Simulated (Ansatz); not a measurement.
A nudged elastic band was laid between two geometries of CH$_{3}$SSb (6 atoms, charge 0, multiplicity 1).

All numbers below come from Ansatz 0.2.0, RKS PBE0-D4/def2-SVP.

```yaml
movable_images: 9
climbing_image: yes
spring: 5.0 eV/Å²
optimiser: quadratic models (default)
start_path: through a guess of the saddle point
force_threshold: 0.05 eV/Å
iteration_limit: 60
end_points: relaxed
```

Image 0:

```xyz
6
Properties=species:S:1:pos:R:3
S -0.473 -1.857 -1.226
C -0.088 -0.959 0.055
Sb 0.938 0.958 -0.024
H -0.266 -1.341 1.076
H -0.154 1.597 -1.173
H 0.043 1.602 1.293
```

Image 10:

```xyz
6
Properties=species:S:1:pos:R:3
S -0.188 -2.070 0.932
C -0.122 -0.934 -0.209
Sb 0.940 0.957 -0.027
H -0.569 -1.117 -1.202
H -0.231 1.818 -0.944
H 0.170 1.346 1.450
```

(1) What changes between the two ends?

(2) Give the energies along the band, and the barrier.

(3) What is the geometry of the highest image?

(4) What are the harmonic wavenumbers there?

## Answers

(1) No bond is made or broken. The dihedral H4–C2–Sb3–H5 goes from -133 to 40°. The two ends are copies of one structure, up to a mirror image or an exchange of like atoms.

(2) It converged. The highest image is number 5 of 0 to 10, 0.042 eV above the ends, which have the same energy within 2 meV. A vibrational analysis at the climbing image gives one clearly imaginary mode, 90i cm⁻¹: a first-order saddle point.

```json
{"image": "0", "path coordinate (Å)": "0.00", "energy (eV)": "0.000", "dihedral H4–C2–Sb3–H5 (°)": "-133"}
{"image": "1", "path coordinate (Å)": "0.38", "energy (eV)": "0.002", "dihedral H4–C2–Sb3–H5 (°)": "-116"}
{"image": "2", "path coordinate (Å)": "0.76", "energy (eV)": "0.011", "dihedral H4–C2–Sb3–H5 (°)": "-97"}
{"image": "3", "path coordinate (Å)": "1.15", "energy (eV)": "0.025", "dihedral H4–C2–Sb3–H5 (°)": "-79"}
{"image": "4", "path coordinate (Å)": "1.53", "energy (eV)": "0.037", "dihedral H4–C2–Sb3–H5 (°)": "-62"}
{"image": "5", "path coordinate (Å)": "1.91", "energy (eV)": "0.042", "dihedral H4–C2–Sb3–H5 (°)": "-45"}
{"image": "6", "path coordinate (Å)": "2.29", "energy (eV)": "0.037", "dihedral H4–C2–Sb3–H5 (°)": "-28"}
{"image": "7", "path coordinate (Å)": "2.66", "energy (eV)": "0.025", "dihedral H4–C2–Sb3–H5 (°)": "-12"}
{"image": "8", "path coordinate (Å)": "3.04", "energy (eV)": "0.012", "dihedral H4–C2–Sb3–H5 (°)": "6"}
{"image": "9", "path coordinate (Å)": "3.42", "energy (eV)": "0.003", "dihedral H4–C2–Sb3–H5 (°)": "23"}
{"image": "10", "path coordinate (Å)": "3.79", "energy (eV)": "0.000", "dihedral H4–C2–Sb3–H5 (°)": "40"}
```

(3) 
```xyz
6
Properties=species:S:1:pos:R:3:forces:R:3
S 0.292 -2.318 -0.739 0.00 0.00 0.00
C -0.193 -0.926 -0.092 0.00 -0.01 0.00
Sb 0.878 0.965 -0.348 0.00 0.00 0.00
H -1.110 -0.884 0.519 0.00 0.00 0.00
H -0.585 1.815 -0.665 0.00 0.00 0.00
H 0.718 1.347 1.324 0.00 0.00 0.00
```

(4) 90i, 178, 476, 531, 645, 760, 835, 1112, 1214, 1937, 1941, 3097 cm⁻¹.

The run took 6.5 min on 1 CPU thread of a shared host.
